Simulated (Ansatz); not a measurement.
Reactions of GeH4O2Si (`[OH][Ge][O][SiH3]`).

Program: Ansatz. Geometries: PBE0-D4/def2-TZVP. ΔE: electronic, gas phase. CBS: MP2 limit from def2 TZ/QZ plus the TZ coupled-cluster correction, frozen cores. Double bonds are as drawn, so ΔE can hold a change between cis and trans. Functionals use def2-TZVPP. For Ge outer-core shells are correlated without core-valence functions, which leaves a few kJ/mol of doubt a bond. Scalar relativity is left out up to krypton. One conformer a species, not always the lowest.

```json
{"reaction": "`[OH][Ge][O][SiH3]` + `NCS` → `[SiH3]NCS` + `[OH][Ge][OH]`", "HF/CBS(def2) (kJ/mol)": "71", "r2SCAN-D4 (kJ/mol)": "56", "CCSD/CBS(def2) (kJ/mol)": "59"}
{"reaction": "`[OH][Ge][O][SiH3]` + `[OH][Ge][Cl]` → `[SiH3][O][Ge][Cl]` + `[OH][Ge][OH]`", "HF/CBS(def2) (kJ/mol)": "13", "r2SCAN-D4 (kJ/mol)": "13", "CCSD/CBS(def2) (kJ/mol)": "11"}
{"reaction": "`[OH][Ge][O][SiH3]` + `CO[SiH](Cl)SC` → `C[S][Ge][OH]` + `CO[SiH](Cl)O[SiH3]`", "HF/CBS(def2) (kJ/mol)": "-72", "r2SCAN-D4 (kJ/mol)": "-62", "CCSD/CBS(def2) (kJ/mol)": "-62"}
{"reaction": "`[OH][Ge][O][SiH3]` + `C/N=C(/C)Cl` → `[SiH3][O][Ge][Cl]` + `C/N=C(\\C)O`", "HF/CBS(def2) (kJ/mol)": "-64", "r2SCAN-D4 (kJ/mol)": "-46", "CCSD/CBS(def2) (kJ/mol)": "-48"}
```

Give the CCSD(T)/CBS values in the same order. (An estimate is asked.)

Ansatz gave: 58, 11, -61, -44 kJ/mol.

Largest T1 diagnostic: 0.015, for `[OH][Ge][OH]`.
